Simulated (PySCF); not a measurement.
C₆H₁₅O, SMILES CC([OH2+])CC(C)C, charge +1. Geometry optimised at PBE-D3(BJ)/def2-SVP. The isomer is the one that the SMILES or the coordinates give; other isomers of the formula were not compared. Other conformers were not sampled.

Q: Give the equilibrium geometry at PBE-D3(BJ)/def2-SVP (PySCF confirms it by a frequency run) as Cartesian coordinates in Å. (Estimate from the structure and the level; the computed values follow.)

A: One answer among several that fit: 
```xyz
22

C      1.4677    -1.4643    -0.1703
C      1.4006    -0.0763     0.4967
C      2.0764     0.9918    -0.3715
C     -0.0279     0.3269     0.9375
C     -1.0709     0.4652    -0.1508
C     -2.4344     0.9468     0.2661
O     -1.2797    -1.0077    -0.6842
H      0.9185    -2.2493     0.3939
H      1.1434    -1.4438    -1.2457
H      2.5122    -1.8252    -0.2519
H      1.9759    -0.1583     1.4430
H      1.5761     1.1157    -1.3564
H      3.1291     0.7200    -0.5828
H      2.0830     1.9793     0.1309
H      0.0174     1.3228     1.4277
H     -0.4178    -0.3682     1.7127
H     -0.6820     1.0082    -1.0369
H     -2.8277     0.3681     1.1241
H     -2.3440     2.0075     0.5755
H     -3.1641     0.9197    -0.5679
H     -1.7799    -1.0431    -1.5322
H     -0.3716    -1.4327    -0.8074
```
Charge +1, spin multiplicity 1.
